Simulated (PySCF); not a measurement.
# Working out the excitation energy of O

O [He] 2s2 2p4 (3P) → O [He] 2s1 2p5 (3P). All numbers are calculated (PySCF 2.14, the non-relativistic Hamiltonian (point nucleus), in aug-cc-pVDZ (4s3p2d, 23 functions)). Frozen: 1s2. Energies in hartree (1 hartree = 27.21139 eV):

```csv
part,O (lower),O (upper)
UHF,-74.796601,-74.173582
CCSD correlation,-0.127241,-0.178906
(T),-0.001812,-0.013271
```

Q: What does Hartree-Fock give?

A: (-74.173582) − (-74.796601) = 0.623019 hartree = 16.953 eV.

Q: What do CCSD and CCSD(T) give?

A: The CCSD correlation energies differ by -0.051665 hartree = -1.406 eV and the triples by -0.011459 hartree = -0.312 eV, so CCSD gives 15.547 eV and CCSD(T) 15.235 eV.

The upper state lies above the first ionisation limit, where it may autoionise and the basis confines it.

A double-zeta basis recovers only part of the correlation energy.

The coupled-cluster amplitudes are large, so a single reference is strained.
